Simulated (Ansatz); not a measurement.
Born–Oppenheimer molecular dynamics of CH4Cl3Ga (9 atoms, charge 0, multiplicity 1). It starts at the highest image of a converged band. Of that band: Neighbouring images differ by up to 1.4 eV, so the band resolves the path poorly. A vibrational analysis at the climbing image gives one clearly imaginary mode, 1627i cm⁻¹: a first-order saddle point.

Computed with RHF/def2-SVP (Ansatz).

```json
{
  "ensemble": "NVE (velocity Verlet)",
  "time step": "0.5 fs",
  "steps asked": "200",
  "starting velocities drawn for": "300 K",
  "seed": "2391"
}
```

Frames 5 fs apart, positions in Å, forces in eV/Å.

Velocities at 5.0 fs (Å/ps):

```
Ga 0.32 0.77 -0.12
Cl 1.75 -2.22 -1.07
Cl 4.02 -1.73 -0.88
Cl -2.84 2.28 4.07
H 11.89 6.51 -24.06
C -7.56 0.29 -3.47
H -14.02 -8.02 -0.86
H -11.86 6.12 -9.10
H -20.91 -3.01 9.31
```

```xyz
9
Properties=species:S:1:pos:R:3:forces:R:3 time_fs=5.0 energy_less_start_eV=0.023 T=275
Ga -0.654 -0.268 -0.820 -0.70 -0.58 0.16
Cl 1.144 1.156 -1.636 0.22 0.20 -0.28
Cl -0.417 -2.253 -1.651 -0.06 0.25 -0.01
Cl -2.561 0.749 -0.939 0.23 -0.12 -0.10
H 0.905 0.651 -0.313 0.70 0.52 -0.05
C 0.284 0.005 0.999 -0.51 -0.59 0.89
H 1.238 0.443 1.316 -0.05 0.12 -0.36
H -0.495 0.506 1.577 0.07 0.25 -0.04
H 0.325 -1.019 1.383 0.10 -0.05 -0.21
9
Properties=species:S:1:pos:R:3:forces:R:3 time_fs=10.0 energy_less_start_eV=-0.168 T=486
Ga -0.654 -0.266 -0.820 -0.88 -0.88 0.90
Cl 1.154 1.146 -1.644 0.68 0.96 -1.95
Cl -0.397 -2.260 -1.655 -0.11 0.37 -0.12
Cl -2.574 0.760 -0.919 0.32 -0.17 -0.28
H 1.059 0.749 -0.430 0.77 0.24 0.94
C 0.235 -0.003 0.991 -1.13 -0.63 0.62
H 1.198 0.432 1.273 0.08 0.06 -0.40
H -0.535 0.557 1.528 0.16 0.07 0.16
H 0.232 -1.014 1.403 0.11 -0.03 0.12
9
Properties=species:S:1:pos:R:3:forces:R:3 time_fs=15.0 energy_less_start_eV=-0.513 T=866
Ga -0.656 -0.266 -0.817 -0.68 -0.76 1.06
Cl 1.168 1.142 -1.662 0.75 0.49 -0.06
Cl -0.378 -2.265 -1.661 -0.14 0.44 -0.18
Cl -2.585 0.770 -0.901 0.34 -0.19 -0.41
H 1.391 0.919 -0.386 0.18 0.40 -1.05
C 0.167 -0.022 0.995 -0.43 -0.05 0.12
H 1.165 0.426 1.147 -0.21 -0.33 -0.03
H -0.540 0.627 1.516 0.08 -0.13 0.27
H 0.167 -1.014 1.449 0.11 0.13 0.28
9
Properties=species:S:1:pos:R:3:forces:R:3 time_fs=20.0 energy_less_start_eV=-0.720 T=1095
Ga -0.661 -0.269 -0.811 -0.89 -0.89 1.28
Cl 1.188 1.141 -1.683 0.91 0.65 -0.25
Cl -0.360 -2.268 -1.667 -0.14 0.53 -0.25
Cl -2.594 0.778 -0.886 0.36 -0.17 -0.58
H 1.760 1.162 -0.516 -0.32 0.04 -0.80
C 0.089 -0.043 1.003 0.01 0.00 0.44
H 1.102 0.356 1.006 0.18 -0.12 0.20
H -0.526 0.668 1.561 -0.01 -0.14 0.01
H 0.122 -0.990 1.551 -0.09 0.09 -0.05
9
Properties=species:S:1:pos:R:3:forces:R:3 time_fs=25.0 energy_less_start_eV=-0.641 T=1008
Ga -0.670 -0.275 -0.799 -1.24 -1.08 1.46
Cl 1.212 1.145 -1.706 0.82 0.79 -0.95
Cl -0.343 -2.266 -1.675 -0.12 0.65 -0.28
Cl -2.600 0.786 -0.875 0.38 -0.14 -0.73
H 2.091 1.431 -0.809 -0.46 -0.25 -0.03
C 0.013 -0.065 1.019 1.08 0.15 0.68
H 1.060 0.254 0.916 -0.16 0.03 0.37
H -0.515 0.685 1.609 -0.09 0.17 -0.24
H 0.060 -0.955 1.647 -0.22 -0.31 -0.28
9
Properties=species:S:1:pos:R:3:forces:R:3 time_fs=30.0 energy_less_start_eV=-0.533 T=889
Ga -0.682 -0.285 -0.783 -1.40 -1.12 1.52
Cl 1.243 1.155 -1.736 1.39 1.06 -0.70
Cl -0.327 -2.260 -1.685 -0.12 0.72 -0.27
Cl -2.604 0.792 -0.868 0.36 -0.13 -0.80
H 2.294 1.628 -1.106 -1.09 -0.59 -0.17
C -0.045 -0.083 1.049 0.86 0.00 0.51
H 1.006 0.160 0.912 0.31 0.16 0.45
H -0.521 0.729 1.605 -0.05 -0.04 -0.23
H -0.053 -0.978 1.679 -0.27 -0.06 -0.29
9
Properties=species:S:1:pos:R:3:forces:R:3 time_fs=35.0 energy_less_start_eV=-0.585 T=947
Ga -0.700 -0.299 -0.762 -1.22 -1.01 1.47
Cl 1.281 1.171 -1.772 -0.39 0.09 -1.37
Cl -0.311 -2.249 -1.698 -0.15 0.72 -0.24
Cl -2.605 0.798 -0.867 0.33 -0.15 -0.79
H 2.337 1.738 -1.413 0.72 0.32 0.65
C -0.084 -0.101 1.087 1.19 0.20 -0.39
H 0.996 0.092 1.013 -0.14 -0.15 0.41
H -0.543 0.768 1.554 -0.17 -0.17 0.15
H -0.229 -1.022 1.653 -0.14 0.14 0.09
9
Properties=species:S:1:pos:R:3:forces:R:3 time_fs=40.0 energy_less_start_eV=-0.685 T=1057
Ga -0.721 -0.316 -0.736 -0.73 -0.80 1.30
Cl 1.319 1.188 -1.816 1.45 1.03 -0.60
Cl -0.296 -2.234 -1.711 -0.20 0.66 -0.21
Cl -2.604 0.802 -0.872 0.29 -0.19 -0.70
H 2.433 1.856 -1.592 -1.17 -0.71 0.07
C -0.102 -0.115 1.119 0.09 -0.05 -0.19
H 0.976 -0.002 1.208 0.06 -0.12 0.13
H -0.598 0.766 1.530 0.05 -0.18 0.16
H -0.431 -1.028 1.639 0.15 0.36 0.06
9
Properties=species:S:1:pos:R:3:forces:R:3 time_fs=45.0 energy_less_start_eV=-0.739 T=1117
Ga -0.745 -0.336 -0.705 -0.25 -0.63 1.14
Cl 1.363 1.211 -1.865 -1.06 -0.65 -0.83
Cl -0.283 -2.214 -1.726 -0.23 0.61 -0.19
Cl -2.602 0.806 -0.881 0.27 -0.22 -0.60
H 2.386 1.889 -1.733 1.29 0.88 0.43
C -0.116 -0.130 1.147 -0.20 -0.07 0.23
H 0.946 -0.124 1.428 -0.35 0.01 -0.34
H -0.642 0.737 1.543 0.31 0.30 0.06
H -0.607 -0.972 1.643 0.22 -0.23 0.10
9
Properties=species:S:1:pos:R:3:forces:R:3 time_fs=50.0 energy_less_start_eV=-0.778 T=1160
Ga -0.770 -0.358 -0.670 0.11 -0.45 1.00
Cl 1.405 1.232 -1.919 1.41 1.01 -0.36
Cl -0.272 -2.189 -1.742 -0.25 0.53 -0.16
Cl -2.597 0.807 -0.894 0.23 -0.22 -0.51
H 2.467 2.011 -1.794 -1.27 -0.87 0.07
C -0.136 -0.146 1.181 -1.19 -0.20 0.63
H 0.867 -0.245 1.578 0.35 0.06 -0.51
H -0.613 0.760 1.567 0.37 0.10 -0.08
H -0.727 -0.948 1.665 0.24 0.05 -0.08
9
Properties=species:S:1:pos:R:3:forces:R:3 time_fs=55.0 energy_less_start_eV=-0.915 T=1311
Ga -0.794 -0.381 -0.632 0.21 -0.28 0.84
Cl 1.453 1.258 -1.976 -1.25 -1.11 -0.63
Cl -0.262 -2.162 -1.760 -0.23 0.44 -0.13
Cl -2.591 0.808 -0.911 0.15 -0.19 -0.47
H 2.393 2.033 -1.821 1.33 1.18 0.43
C -0.175 -0.166 1.225 0.04 0.05 0.16
H 0.837 -0.352 1.600 -0.05 0.01 -0.64
H -0.507 0.812 1.579 -0.02 -0.08 0.05
H -0.806 -0.926 1.687 -0.19 -0.02 0.39
9
Properties=species:S:1:pos:R:3:forces:R:3 time_fs=60.0 energy_less_start_eV=-1.064 T=1476
Ga -0.818 -0.406 -0.591 0.03 -0.10 0.70
Cl 1.498 1.280 -2.036 1.24 1.07 0.05
Cl -0.254 -2.131 -1.778 -0.19 0.37 -0.09
Cl -2.584 0.807 -0.931 0.06 -0.14 -0.47
H 2.442 2.174 -1.779 -1.23 -1.07 -0.15
C -0.216 -0.186 1.272 -0.12 -0.23 -0.26
H 0.814 -0.462 1.489 -0.02 -0.10 -0.05
H -0.399 0.842 1.600 -0.11 -0.23 0.08
H -0.901 -0.889 1.781 0.34 0.43 0.20
```

Of the whole run (100 fs, mean temperature of the second half 1532 K): The conserved energy stayed within 0.081 meV per atom of its start (net change -0.038 meV per atom), so the integration is sound. The system heated up, since it started high on the potential surface and ran downhill. A run of 0.1 ps of so small a system gives no equilibrium averages. The orbitals stay closed-shell, which can raise the energy where a bond breaks towards radicals; this wasn't checked here.

Run time: 5.9 min on 2 threads of Arm Neoverse V2, on a shared host, peak memory 0.3 GiB.
